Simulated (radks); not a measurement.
Results of a calculation; reference values are marked as such.
All-electron atom: Ce IV in [Kr] 4d10 4f1 5s2 5p5 6p1 (not the ground configuration). Code: a radial shooting solver on a logarithmic mesh with Libxc functionals. Model: Dirac Kohn-Sham, BLYP, spin-unpolarised, spherical densities, finite nucleus; open shells fill j = l - 1/2 first; Fermi nuclear charge, rms radius 4.8771 fm.

Unscreened Slater integrals over Kohn-Sham orbitals (cm^-1). Large and small components are both included. Empty in this configuration: 4f7/2.

| integral | value |
|---|---|
| F0(6p1/2,6p1/2) | 53069 |
| F0(6p1/2,4f5/2) | 69129 |
| G2(6p1/2,4f5/2) | 3526.9 |
| F0(6p1/2,5p3/2) | 65303 |
| G2(6p1/2,5p3/2) | 5350.1 |
| F0(6p1/2,5p1/2) | 65687 |
| G0(6p1/2,5p1/2) | 3823.8 |
| F0(6p1/2,4f7/2) | 69085 |
| G4(6p1/2,4f7/2) | 3297.9 |
| F0(4f5/2,4f5/2) | 197950 |
| F2(4f5/2,4f5/2) | 93214 |
| F4(4f5/2,4f5/2) | 58285 |
| F0(4f5/2,5p3/2) | 135960 |
| F2(4f5/2,5p3/2) | 50916 |
| G2(4f5/2,5p3/2) | 28398 |
| G4(4f5/2,5p3/2) | 21858 |
| F0(4f5/2,5p1/2) | 140390 |
| G2(4f5/2,5p1/2) | 31497 |
| F0(4f5/2,4f7/2) | 197180 |
| F2(4f5/2,4f7/2) | 92844 |
| F4(4f5/2,4f7/2) | 58050 |
| G2(4f5/2,4f7/2) | 92711 |
| G4(4f5/2,4f7/2) | 57971 |
| G6(4f5/2,4f7/2) | 41646 |
| F0(5p3/2,5p3/2) | 115700 |
| F2(5p3/2,5p3/2) | 62791 |
| F0(5p3/2,5p1/2) | 118010 |
| G2(5p3/2,5p1/2) | 63629 |
| F0(5p3/2,4f7/2) | 135730 |
| F2(5p3/2,4f7/2) | 51112 |
| G2(5p3/2,4f7/2) | 28745 |
| G4(5p3/2,4f7/2) | 22084 |
| F0(5p1/2,5p1/2) | 120530 |
| F0(5p1/2,4f7/2) | 140130 |
| G4(5p1/2,4f7/2) | 24222 |
| F0(4f7/2,4f7/2) | 196430 |
| F2(4f7/2,4f7/2) | 92482 |
| F4(4f7/2,4f7/2) | 57822 |
| F6(4f7/2,4f7/2) | 41537 |
